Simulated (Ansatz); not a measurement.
Program: Ansatz. Geometries: PBE0-D4/def2-TZVP. ΔE: electronic, gas phase. CBS: MP2 limit from def2 TZ/QZ plus the TZ coupled-cluster correction, frozen cores. DFT in def2-TZVPP. B3LYP here is the variant with VWN-RPA as its local correlation; programs differ in this. Each species was taken in one conformer, which may not be the lowest.

Consider the isomerisation: `[SiH3]NCBCl` → `BN(C)[SiH2]Cl`.

```
             level  ΔE (kJ/mol)  difference from CCSD(T)/CBS
           ωB97M-V       -156.8                          3.0
            B2PLYP       -158.5                          1.3
            r2SCAN       -154.7                          5.1
             B3LYP       -154.6                          5.2
SCS-MP2/def2-TZVPP       -161.3                         -1.5
   CCSD/def2-TZVPP       -156.8                          3.0
CCSD(T)/def2-TZVPP       -157.6                          2.2
     HF/def2-QZVPP       -158.3                          1.5
    MP2/def2-QZVPP       -164.2                         -4.4
      HF/CBS(def2)       -158.4                          1.4
       CCSD(T)/CBS       -159.8                            0
```

Largest T1 diagnostic among the species: 0.011.

The D4 term adds −3.4 kJ/mol with B3LYP and −1.7 kJ/mol with PBE0; it sums over pairs of atoms, weighted by their polarisabilities, and B3LYP, whose exchange is more repulsive, gets the larger term.
